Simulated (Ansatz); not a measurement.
Cost and result for the atomization energy of CH7BFNSi (12 atoms, 12 bonds).

```xyz
12

B     0.532    0.293   -1.185
Si    0.168   -1.373   -0.120
F    -1.165   -2.250   -0.386
C    -0.254    0.037    1.118
N    -0.356    1.043    0.002
H     0.109    0.550   -2.282
H     1.683    0.619   -0.998
H     1.161   -2.347    0.414
H     0.623    0.290    1.716
H    -1.134    0.040    1.763
H    -1.321    1.125   -0.302
H    -0.045    1.976    0.258
```

Charge 0, multiplicity 1. The bonds changed during the relaxation, so this is another structure than the one it started from. The structure was optimised at the PBE0-D4/def2-TZVP level. It is one conformer, not always the lowest. Program: Ansatz. All runs use 4 threads of an AMD EPYC 7R43 on a shared host. Times are those of one run each, without the atoms' runs, and a repeat can differ threefold. Electronic energies, without spin–orbit coupling; frozen cores. CCSD(T)/CBS adds CCSD(T) − MP2 in def2-TZVPP to the MP2 limit, and its time is that of the two runs behind it. T1 = 0.011. B3LYP takes the VWN-RPA correlation (the form of Gaussian; ORCA's B3LYP/G).

CCSD(T)/CBS is a level of theory with its own doubt, some kJ/mol a heavy atom from the limit and from the frozen cores, so smaller differences don't rank the functionals.

```csv
level,functions,wall time,atomization (kcal/mol),difference from CCSD(T)/CBS,per bond
PBE-D4/def2-TZVPP (with forces),264,2.1 s,1049.3,18.1,1.5
PBE0-D4/def2-TZVPP,264,2.4 s,1033.4,2.2,0.2
r2SCAN-D4/def2-TZVPP (with forces),264,3.7 s,1033.6,2.4,0.2
B3LYP-D4/def2-TZVPP (with forces),264,3.7 s,1033.2,2.0,0.2
B2PLYP/def2-TZVPP,264,5 s,1021.2,-10.0,-0.8
ωB97X-V/def2-TZVPP,264,6 s,1037.6,6.4,0.5
ωB97M-V/def2-TZVPP (with forces),264,9 s,1037.2,6.0,0.5
MP2/def2-QZVPP,508,20 s,1034.4,3.2,0.3
CCSD(T)/def2-TZVPP,264,2.1 min,1004.3,-26.9,-2.2
CCSD(T)/CBS(def2),–,2.5 min,1031.2,0.0,0.0
```

In def2-TZVPP, CCSD(T) changes the Hartree–Fock value by +249.6 kcal/mol (the triples alone add +13.9 kcal/mol) and MP2 by +263.7 kcal/mol; breaking electron pairs costs correlation energy, which Hartree–Fock lacks. From PBE to PBE0 (25 % exact exchange), in def2-TZVPP and without D4, the atomization energy moves by −14.9 kcal/mol: exact exchange takes away binding that semilocal exchange gives to molecules. The D4 term adds +9.3 kcal/mol with B3LYP and +4.8 kcal/mol with PBE0; it sums over pairs of atoms, weighted by their polarisabilities, and B3LYP, whose exchange is more repulsive, gets the larger term.
